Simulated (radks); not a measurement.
Task: Coulomb parameter of the 5d shell of neutral rhenium in the model configuration [Xe] 4f14 5d3.5 6s2 6p1.5, as a second difference U = [E(n + 0.5) + E(n - 0.5) - 2 E(n)] / (0.5)^2 with all orbitals relaxed. "Bare": the charge of the atom changes with n. "Screened": the 6p shell takes up the change at fixed total charge, which measures U(5d,5d) + U(6p,6p) - 2 U(5d,6p). All-electron calculation, scalar-relativistic Kohn-Sham, PBE, spin-unpolarised, spherical densities, point nucleus. Program: a radial shooting solver on a logarithmic mesh with Libxc functionals. Estimate both.

Result: U(bare) = 8.839 eV, U(screened by 6p) = 2.145 eV, against the Slater integral F0(5d,5d) = 13.956 eV with frozen orbitals. The step up makes a negative ion, whose loosely bound charge lowers the bare value.
